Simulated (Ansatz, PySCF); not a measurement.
The pair A = CH2O (SMILES C=O) (first 4 atoms), B = H2 (SMILES [H][H]); geometry from B3LYP-D3(BJ)/def2-TZVP.
(charge 0, multiplicity 1):
```xyz
6

C     -0.3507    -0.5069     0.0418
O      0.3292     0.2420    -0.6019
H     -1.4029    -0.2741     0.2960
H      0.0351    -1.4735     0.4195
H      0.1352     0.3767     2.9577
H     -0.3058    -0.1193     3.2949
```

Correlated levels freeze the cores. CBS: X⁻³ extrapolation of the correlation energy, Hartree–Fock from the larger set. MP2 and its Hartree–Fock in aug-cc-pVQZ are density fitted.

Run with Ansatz (Gaussian basis) for Hartree–Fock, density functionals and correlated methods; PySCF for the dispersion terms. 

The monomers are drawn apart, rigid, along the line of their centres of mass. Counterpoise-corrected interaction energies (kcal/mol):

| level | R = 4.651 Å | R = 5.885 Å |
|---|---|---|
| PBE-D3(BJ)/def2-TZVPPD | -0.1810 | -0.0433 |
| wB97M-V/def2-TZVPPD | -0.1371 | -0.0401 |
| MP2/CBS(aug-cc-pVTZ, aug-cc-pVQZ) + ΔCCSD(T)/aug-cc-pVTZ | -0.1299 | -0.0390 |

**Question.** R is the distance of the centres of mass. Find the local exponent m of E ∝ R⁻ᵐ between the two points.

**Answer.** 
m = ln(E₁/E₂)/ln(R₂/R₁): PBE-D3(BJ)/def2-TZVPPD 6.1; wB97M-V/def2-TZVPPD 5.2; MP2/CBS(aug-cc-pVTZ, aug-cc-pVQZ) + ΔCCSD(T)/aug-cc-pVTZ 5.1. For scale, two fixed dipoles give m = 3, dipole and quadrupole 4, quadrupoles 5, and dispersion or dipole-induced dipole 6 at long range; at these distances several terms mix, and what is left of overlap and damping shifts m, so it need not match one of them.

Ansatz is a program for electronic structure.
